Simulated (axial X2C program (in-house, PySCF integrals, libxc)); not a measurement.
**Which molecule has these constants?**

Calculated with an in-house all-electron X2C program for linear molecules (integrals from PySCF), spin-free (one-electron X2C) or two-component (2c: spin–orbit coupling with atomic mean-field Coulomb and Gaunt terms, which also bring small scalar terms), in Dyall basis sets with cores contracted in-house; open shells are unrestricted.

A two-component PBE0 calculation in a Dyall 3-zeta basis gave Re = 1.348 Å, ωe = 2662.9 cm⁻¹, De = 3.89 eV, Ω = 0.

Question: Which molecule is it?
A. SeH⁻
B. OH⁻
C. SH⁻

Answer: C. The others have OH⁻ 0.962 Å and 3817.3 cm⁻¹ (Ω = 0); SeH⁻ 1.472 Å and 2367.7 cm⁻¹ (Ω = 0).

Each entry is the lowest single determinant of a limited PBE0 search at one distance. De goes to single-determinant-based atoms at the same level (for ions the charge split of lowest energy) and is withheld (n/a) where an atom does not fit its ground term or J level. Main or longest-lived isotopes. Some light 2c atoms are not at their ground J level, so De misses part of their lowering (0.04 eV or less). The functionals have no current term, which raises determinants with orbital currents.
